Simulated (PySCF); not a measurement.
## Correlation energy of Nd⁴²⁺ (neodymium, charge +42)

[Ar], closed-shell 1S. Computed with PySCF 2.14 in an uncontracted even-tempered set (18 s from 8.4 bohr⁻², ratio 2.5; 12 p from 11 bohr⁻², ratio 2.5; 4 d from 48 bohr⁻², ratio 2.7; 4 f from 71 bohr⁻², ratio 2.7), with the spin-free X2C one-electron Hamiltonian (Gaussian nucleus). Frozen: 1s2; 16 electrons correlated; the 21 highest virtual orbitals of each spin left out.

| level | correlation energy (mhartree) |
| --- | --- |
| CCSD | -663.95 |
| (T) | -0.99 |
| CCSD(T) | -664.94 |

Diagnostics: T1 = 0.00026, D1 = 0.0006, largest double amplitude 0.013.

**Question.** Is a single reference adequate?

**Answer.** Yes, within this model without spin-orbit coupling: T1 lies below 0.03 and no double amplitude reaches 0.07.

At this charge the one-electron X2C treatment keeps the bare 1/r₁₂, with no two-electron picture change or Breit term. The effect here is smaller than on the frozen 1s shell; and a scalar Hamiltonian misses the large spin-orbit splitting of the p shells, which matters for ns² → np² pairs.
